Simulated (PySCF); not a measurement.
# [LuI2]+ at several levels of theory

Computed with PySCF 2.14.0 (density fitting, no spin-orbit coupling) at the geometry relaxed with PBE0:

```xyz
3
[LuI2]+ (singlet in the valence; each metal's 4f electrons, 14 of them, lie in its core potential, out of spins and levels)
Lu    0.0000    0.0000   -0.8663
I     2.2664    0.0000    0.5653
I    -2.2664    0.0000    0.5653
```

```
    level                                             basis    state  HOMO (eV)  gap (eV)  charge on Lu1 (e)  population of f-type functions on Lu1 (polarisation alone where 4f lies in the core)  dipole about the centre of mass (D)  largest force component (eV/Å)
     PBE0  Lu lcecp-1-SVP with ECP60, I def2-SVP with ECP28  singlet     -12.12      4.10               1.06                                                                                  0.02                                 6.52                            0.01
CAM-B3LYP                                          the same  singlet     -13.25      5.92               1.03                                                                                  0.02                                 6.72                            0.08
    M06-L                                          the same  singlet     -11.02      3.39               1.07                                                                                  0.02                                 6.38                            0.25
```

In the lcecp rows the 4f levels are missing from HOMO and gap, and the state counts the valence alone.

Charges are Mulliken's, which hang on the basis. The relaxation used the grid (50, 194), these runs (75, 302) or, all-electron (x2c bases, spin-free X2C Hamiltonian), (99, 590).

Q: What does PBE0 with Lu lcecp-1-TZVP with ECP60, I def2-TZVP with ECP28 give here?

A: state singlet, HOMO (eV) -12.05, gap (eV) 4.16, charge on Lu1 (e) 1.33, population of f-type functions on Lu1 (polarisation alone where 4f lies in the core) 0.02, dipole about the centre of mass (D) 6.27, largest force component (eV/Å) 0.04. Time: 15 s on 2 threads of Intel(R) Xeon(R) Platinum 8259CL CPU @ 2.50GHz (Skylake/Cascade Lake) (shared host), from free ions and atoms.

In the first row's basis the gap widens with exact exchange: 3.4 eV for M06-L (none); 4.1 eV for PBE0 (a fixed share); 5.9 eV for CAM-B3LYP (rising or full at long range).

An lcecp potential fixes the number of 4f electrons, so in runs with it no electron can move into or out of that shell.
